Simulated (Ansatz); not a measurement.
**What each rung costs, and what it gives**

Saddle point of Si2H6ClF, singlet (SiH₂ClF ([F][SiH2][Cl]) + SiH₄ → Si₂H₅Cl ([SiH3][SiH2][Cl]) + HF; bonds formed: Si1–Si7, F2–H6; bonds broken: Si1–F2, H6–Si7), PBE0-D4/def2-TZVP structure:

Si1  (-0.594, -0.984, -0.441)
F2  (0.255, -1.672, 1.146)
H3  (0.178, -1.943, -1.245)
H4  (-1.904, -1.306, 0.143)
Cl5  (-1.220, 0.331, -1.984)
H6  (0.433, -0.497, 0.877)
Si7  (0.590, 1.202, 0.335)
H8  (1.440, 1.316, 1.558)
H9  (1.413, 1.471, -0.862)
H10  (-0.589, 2.081, 0.472)
(Å)

Barriers are electronic and count from the start structure reached by relaxing down the imaginary mode.

Computed with Ansatz 0.2.0 (basis: as named in each row); correlated methods freeze the cores. B3LYP uses VWN-RPA correlation. Extrapolation: Hartree–Fock as exp(−7.88 √X), correlation as X^−2.97.

Times are rough, for one single point on 4 threads of a shared host (Arm Neoverse V2).

The estimate by CCSD(T) at an estimated basis limit (MP2 extrapolated from triple and quadruple zeta, plus CCSD(T) − MP2 in triple zeta) is 291.7 kJ/mol.

| method | basis | time (s) | barrier (kJ/mol) | method less estimate |
| --- | --- | --- | --- | --- |
| HF | STO-3G | under 1 | 472.9 | 181.3 |
| PBE-D4 | STO-3G | under 1 | 232.2 | -59.5 |
| SPW92 | def2-SVP | under 1 | 185.7 | -106.0 |
| B3LYP-D4 | 6-31G | under 1 | 242.5 | -49.2 |
| PBE-D4 | def2-SVP | under 1 | 220.9 | -70.8 |
| PBE0-D4 | def2-SVP | under 1 | 249.3 | -42.3 |
| SPW92 | def2-TZVPP | 1 | 193.3 | -98.3 |
| PBE-D4 | def2-TZVPP | 2 | 227.5 | -64.1 |
| BLYP-D4 | def2-TZVPP | 2 | 263.3 | -28.4 |
| CCSD(T) | def2-SVP | 2 | 310.4 | 18.7 |
| B3LYP-D4 | def2-TZVPP | 2 | 283.6 | -8.1 |
| BHLYP-D4 | def2-TZVPP | 3 | 316.4 | 24.7 |
| CAM-B3LYP-D4 | def2-TZVPP | 3 | 293.7 | 2.1 |
| PBE0-D4 | def2-TZVPP | 3 | 256.5 | -35.2 |
| r2SCAN-D4 | def2-TZVPP | 4 | 259.1 | -32.5 |
| RPA on PBE | def2-TZVPP | 4 | 296.9 | 5.2 |
| wB97M-V | def2-SVP | 4 | 275.1 | -16.6 |
| B2PLYP | def2-TZVPP | 4 | 296.5 | 4.8 |
| r2SCAN0-D4 | def2-TZVPP | 5 | 277.4 | -14.2 |
| PBE-QIDH | def2-TZVPP | 5 | 283.0 | -8.7 |
| wB97X-V | def2-TZVPP | 7 | 285.4 | -6.3 |
| B97M-V | def2-TZVPP | 8 | 283.0 | -8.7 |
| wB97M-V | def2-TZVPP | 8 | 282.8 | -8.8 |
| MP2 | def2-QZVPP | 17 | 290.5 | -1.2 |
| CCSD(T) | def2-TZVPP | 96 | 297.4 | 5.7 |

All methods are single points on the PBE0-D4 structures.

No T1 diagnostic of these runs exceeds 0.013.

Labels in which every atom is bracketed show which atoms are joined, not bond orders.
